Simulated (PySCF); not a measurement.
Species: CH3ClOSi (triplet state).
Geometry (GFN2-xTB, Å), atoms numbered from 1 in this order:
```
atom  x, y, z in Å
C1    -0.9586   -0.1832    0.0132
O2     0.0526    0.7697   -0.2338
Si3    1.5388    0.8824    0.4413
Cl4    3.0590   -0.2030   -0.4453
H5    -1.3169   -0.1102    1.0417
H6    -0.5966   -1.1960   -0.1723
H7    -1.7748    0.0451   -0.6719
```

The hyperfine couplings belong to this conformer and change with its torsions.

As a line formula: `CO[Si]Cl` [triplet].

Level of theory: PySCF, UKS B3LYP, pcH-1 on C Cl H O Si, non-relativistic, mean-field spin-orbit, GIAO. One conformer (not necessarily the lowest) at the GFN2-xTB geometry, without solvent, vibrations or thermal averaging. This triplet need not be the ground state; the singlet was not compared here. A GFN2-xTB geometry isn't a minimum of the functional, and hyperfine couplings can be far from their values at a DFT geometry, by a factor of two or more for some ions and for spin on atoms past the first row. Stability of the SCF solution: not tested.

(1) Give the principal g shifts and their parts.

(2) Average each term over the three axes. Which is largest in size?

(3) What are the electron Larmor frequencies g μB B/h along the three axes at 3350 mT?

Answers

(1) 
```json
{"Δg (ppm)": "relativistic mass correction", "1": "-192", "2": "-192", "3": "-192"}
{"Δg (ppm)": "gauge correction", "1": "37", "2": "44", "3": "18"}
{"Δg (ppm)": "orbital Zeeman/spin–orbit", "1": "-3199", "2": "1197", "3": "1773"}
{"Δg (ppm)": "total", "1": "-3353", "2": "1050", "3": "1600"}
```

So g = 1.99897, 2.00337, 2.00392 and g_iso = 2.00208; the tensor is close to axial: the two nearest values differ by 11 % of g3 − g1. Axes: g1 points within 3° of the Si3–Cl4 bond.

(2) The mass correction -192, the orbital-Zeeman/spin–orbit term -76 and the gauge correction 33 ppm, for a total of -235 ppm. The mass correction is the largest in size. The mass correction is the same along every axis, so the anisotropy comes from the other two: their spans along these axes are 26 (gauge) and 4972 ppm (orbital Zeeman/spin–orbit).

(3) 93.7264, 93.9328, 93.9586 GHz for g1, g2 and g3, a range of 232.2 MHz.

Largest spin populations (Mulliken): Si3 (+1.67), Cl4 (+0.19) and O2 (+0.12).

The HOMO–LUMO gaps are 4.81 eV among the α and 4.18 eV among the β orbitals.
